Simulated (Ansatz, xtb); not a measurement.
Species: sum formula SnOCl, net charge -1, singlet state. SMILES of the parent species: [O]=[Sn][Cl]
Structure (B3LYP-D3(BJ)/def2-TZVP (Ansatz, a first-principles code) minimum search):
```
Sn
O 1 1.8710
Cl 1 2.6259 2 106.36
```
Charge -1, spin multiplicity 1.

Harmonic wavenumbers from GFN2-xTB (xtb, at its own minimum), cm⁻¹: 123, 207, 638.

Give the harmonic wavenumbers at B3LYP-D3(BJ)/def2-TZVP (Ansatz, finite differences of forces, unscaled).

146, 219, 767 cm⁻¹. Zero-point energy 1.6 kcal/mol.

From these and the geometry, give the ideal-gas thermochemistry at 298.15 K and 1 atm (rigid rotor, harmonic oscillator).

Point group Cs, rotational symmetry number 1. Rotational constants 12.18, 2.384, 1.994 GHz. S(trans) 41.30, S(rot) 26.12, S(vib) 4.93, S(elec, spin only) 0.00, S 72.3 cal/(mol K). H(298) - H(0) 3.17 kcal/mol; G - E(el) -16.8 kcal/mol.
